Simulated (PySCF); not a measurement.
From one molecule to another.

First species: C₇H₇ (charge +1).
Geometry (GFN2-xTB, Å), atoms numbered from 1 in this order:
```xyz
14
C7H7 angstrom
C      3.2019    0.2416   -0.0360
C      2.0508   -0.0620    0.1593
C      0.7456   -0.4031    0.4405
C     -0.1193   -1.4885    0.3433
C     -1.2417   -0.9475    1.1694
C     -0.5206    0.2147    0.5595
C     -1.0799    1.3783   -0.1177
H      4.2059    0.5006   -0.2223
H     -0.1295   -2.3037   -0.3606
H     -1.1182   -1.0673    2.2414
H     -2.2669   -1.1444    0.8633
H     -2.0138    1.1317   -0.6247
H     -0.3782    1.8371   -0.8109
H     -1.3368    2.1120    0.6533
```

Second species: C7H7 (charge +1).
SMILES: `CC#CC1=C[CH+]C1`

Levels: CAM-B3LYP/def2-SVPD for HOMO energy, LUMO energy, HOMO–LUMO gap, static isotropic polarisability and electronic spatial extent ⟨r²⟩ about the centre of nuclear charge; TDDFT CAM-B3LYP/def2-SVPD for lowest singlet excitation; TDA CAM-B3LYP/def2-SVPD for lowest triplet excitation (Tamm–Dancoff); GFN2-xTB for rotational constant A and rotational constant C. Geometries: GFN2-xTB. Each species is one conformer at its optimised geometry, gas phase, non-relativistic unless stated; the electronic structure was computed with PySCF and density fitting.

| property | column X | column Y |
| --- | --- | --- |
| HOMO energy | -14.06 eV | -14.19 eV |
| LUMO energy | -5.97 eV | -7.53 eV |
| HOMO–LUMO gap | 8.09 eV | 6.66 eV |
| lowest singlet excitation | 4.39 eV | 2.71 eV |
| lowest triplet excitation (Tamm–Dancoff) | 3.45 eV | 2.25 eV |
| static isotropic polarisability | 74.8 au | 86.9 au |
| electronic spatial extent ⟨r²⟩ about the centre of nuclear charge | 761 bohr² | 994 bohr² |
| rotational constant A | 5.307 GHz | 12.093 GHz |
| rotational constant C | 1.562 GHz | 1.137 GHz |

(1) Which column belongs to which species?

(2) How does each property change from the first species to the second?

## Answers

(1) Column X is the first species and column Y the second. The first has 14 atoms and 48 electrons, the second 14 and 48.

(2) HOMO energy -0.13 eV; LUMO energy -1.56 eV; HOMO–LUMO gap -1.43 eV; lowest singlet excitation -1.68 eV; lowest triplet excitation (Tamm–Dancoff) -1.20 eV; static isotropic polarisability +12.1 au; electronic spatial extent ⟨r²⟩ about the centre of nuclear charge +233 bohr²; rotational constant A +6.786 GHz; rotational constant C -0.425 GHz.

On the first: The 8 singlets span 4.39 to 7.29 eV, and their oscillator strengths add up to 0.50. No computed singlet falls in the visible range (750 to 380 nm, 1.65 to 3.26 eV); S1 lies 1.13 eV above its blue end.

On the second: The vertical singlet–triplet gap S1 − T1 is 0.46 eV (TDDFT singlet less Tamm–Dancoff triplet). 1 of the 8 computed singlets lies in the visible range (750 to 380 nm, 1.65 to 3.26 eV), with an oscillator strength of 0.000. GFN2-xTB frequencies show an imaginary mode (47i cm⁻¹), so this geometry is no minimum at that level.
